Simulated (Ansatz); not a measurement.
Molecule: CH3Be, net charge 1, singlet state. It need not be the lowest isomer of its formula. 
Structure (B3LYP-D3(BJ)/def2-TZVP (Ansatz, an electronic-structure program) minimum search):
SMILES: [Be+][CH3]
```xyz
5

Be    -0.8799    -0.5103    -0.6899
C      0.3054     0.1771     0.2394
H      0.8533    -0.6116     0.7637
H     -0.1548     0.8538     0.9657
H      0.9889     0.7364    -0.4064
```
Charge +1, spin multiplicity 1.

Basis-set convergence of Hartree-Fock and CCSD correlation energies (hartree) with Ansatz. Valence correlation only, unless marked. No spin-orbit coupling. Non-relativistic.

| basis | functions | E(HF) | E(corr, CCSD) |
|---|---|---|---|
| def2-SVPD | 56 | -53.87461 | -0.19179 |
| def2-TZVPPD | 110 | -53.93698 | -0.22205 |
| def2-QZVPPD | 198 | -53.94084 | -0.23291 |

Extrapolating the two largest sets (X = 3 and 4) as X^-3: E(corr) = (64·(-0.23291) - 27·(-0.22205))/37 = -0.2408 Eh, an estimate of the basis-set limit. The largest set recovers 96.7 % of it, the smallest 79.6 %.
